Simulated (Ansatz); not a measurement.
C₂H₉PSi, SMILES `C[SiH](C)P`, relaxed with RKS PBE0-D4/def2-TZVP in Ansatz from a PBE-D4/def2-SVP geometry. The force threshold is 0.005 eV/Å; the program also tests the step.

Charge 0, multiplicity 1.

Start:

```xyz
13

C     0.319    1.802    0.040
Si   -0.541    0.121    0.164
C    -0.095   -0.984   -1.307
P     0.029   -0.810    2.175
H     0.040    2.455    0.892
H     1.422    1.685    0.043
H     0.032    2.319   -0.898
H    -2.036    0.323    0.205
H    -0.389   -0.506   -2.265
H     0.998   -1.174   -1.339
H    -0.611   -1.963   -1.238
H    -0.515   -2.099    1.820
H     1.347   -1.169    1.708
```

```json
{"step": "1", "energy (eV)": "-19379.9394", "largest force (eV/Å)": "0.674", "largest move (Å)": "0.000"}
{"step": "2", "energy (eV)": "-19379.9858", "largest force (eV/Å)": "0.190", "largest move (Å)": "0.022"}
{"step": "3", "energy (eV)": "-19379.9902", "largest force (eV/Å)": "0.037", "largest move (Å)": "0.024"}
{"step": "4", "energy (eV)": "-19379.9907", "largest force (eV/Å)": "0.031", "largest move (Å)": "0.023"}
{"step": "5", "energy (eV)": "-19379.9909", "largest force (eV/Å)": "0.007", "largest move (Å)": "0.008"}
{"step": "6", "energy (eV)": "-19379.9909", "largest force (eV/Å)": "0.002", "largest move (Å)": "0.005"}
```

End:

```xyz
13

C     0.317    1.781    0.036
Si   -0.528    0.115    0.160
C    -0.094   -0.968   -1.305
P     0.025   -0.805    2.150
H     0.043    2.424    0.875
H     1.404    1.668    0.036
H     0.032    2.290   -0.889
H    -2.006    0.311    0.205
H    -0.401   -0.493   -2.241
H     0.983   -1.145   -1.349
H    -0.593   -1.937   -1.236
H    -0.518   -2.078    1.829
H     1.335   -1.164    1.729
```

Hardware: 4 threads of an AMD EPYC 9R45 on a shared host. Wall time 9.5 s, peak host memory 0.51 GiB.
